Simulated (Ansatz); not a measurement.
Geometry optimisation, Ansatz, RKS PBE-D4/def2-SVP.

The input (input.yaml):

```yaml
crystal:
  periodic: [false, false, false]
  atoms:
    - { symbol: Ge, position_ang: [0.0, 0.0, 0.0] }
    - { symbol: H, position_ang: [0.8769, 0.0, 1.5144] }
    - { symbol: C, position_ang: [2.0813, 0.0, 0.578] }
    - { symbol: H, position_ang: [2.429, -1.0463, 0.4498] }
    - { symbol: H, position_ang: [2.1298, 0.5276, -0.3974] }
    - { symbol: H, position_ang: [2.7332, 0.5187, 1.3114] }
    - { symbol: H, position_ang: [-0.73, 1.2648, -0.5162] }
    - { symbol: H, position_ang: [-0.73, -1.2648, -0.5162] }
basis:
  gaussian: { orbitals: def2-SVP }
hamiltonian:
  xc: pbe
  dispersion: d4
relax:
  f_tol: 0.15
  max_steps: 25
  restrain:
    - { distance: [1, 2], at: 1.11, k: 30.0 }
    - { distance: [0, 1], at: 2.75, k: 30.0 }
    - { distance: [0, 2], at: 3.16, k: 30.0 }
```

Launched with:

```bash
$ ansatz run input.yaml --threads 2 --pin off --max-ram 3072MiB --backend cpu --events-out ev --progress --plain --runs-dir out
```

**Question.** Where does it end, and by what steps?

**Answer.** The forces met the threshold. The restraints hold the end off the free minimum. After 9 steps the energy has fallen by 2.742 eV (the restraints' own energy left out); Ge1 moved furthest, 0.96 Å. Parted: Ge1–C3 (2.16 → 3.16 Å). Joined: H2–C3 (1.53 → 1.11 Å).

```tsv
step	energy less start (eV)	largest force component (eV/Å)	accepted
0	0.0000	2.734	yes
1	0.6918	3.092	yes
2	1.3699	3.616	yes
3	1.1465	3.942	yes
4	0.0377	4.391	yes
5	-1.3160	3.693	yes
6	-2.1952	1.209	yes
7	-2.6234	0.579	yes
8	-2.7335	0.170	yes
9	-2.7421	0.169	yes
```

```xyz
8
Properties=species:S:1:pos:R:3
Ge -0.941 0.090 0.188
H 1.398 -0.181 1.607
C 2.152 -0.049 0.804
H 2.623 -1.025 0.588
H 1.700 0.348 -0.131
H 2.905 0.681 1.155
H -0.528 1.191 -0.921
H -0.520 -1.056 -0.868
```

Time of the run: 10 s on 2 threads of Arm Neoverse V1, on a shared host, peak memory 0.14 GiB.
